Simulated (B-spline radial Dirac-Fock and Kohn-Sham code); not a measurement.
**Relativistic shifts of the levels of Nd⁶⁺**

System: Nd⁶⁺, 1s2 2s2 2p6 3s2 3p6 3d10 4s2 4p6 4d10 4f2 5s2 5p4.

Both columns are ΔSCF binding energies of the configuration average from an atomic code on a B-spline grid: non-relativistic Hartree-Fock with a point nucleus, and Dirac-Fock with a finite nucleus and the Coulomb interaction alone, averaged over the two j levels with weights 2j+1.

| shell | Hartree-Fock (eV) | Dirac-Fock (eV) | shift (eV) | shift (%) |
| --- | --- | --- | --- | --- |
| 1s | 41580.5 | 43837.7 | +2257.22 | +5.43 |
| 2s | 6676.8 | 7248.7 | +571.88 | +8.57 |
| 2p | 6315.1 | 6491.9 | +176.80 | +2.80 |
| 3s | 1551.7 | 1681.5 | +129.77 | +8.36 |
| 3p | 1392.9 | 1436.1 | +43.27 | +3.11 |
| 3d | 1100.1 | 1086.3 | -13.79 | -1.25 |
| 4s | 392.3 | 421.8 | +29.56 | +7.53 |
| 4d | 217.8 | 213.9 | -3.86 | -1.77 |
| 4f | 94.65 | 90.07 | -4.58 | -4.84 |
| 5s | 114.7 | 120.4 | +5.72 | +4.99 |
| 5p | 95.22 | 96.52 | +1.30 | +1.36 |

Relativity binds 1s, 2s, 2p, 3s, 3p, 4s, 5s, 5p more strongly, among those listed most of all 2s in relative terms, and 3d, 4d, 4f more weakly, because the contracted s and p shells screen the nucleus better.

Values without a named source are computed, but for edge energies of neutral atoms, which are taken from tables.
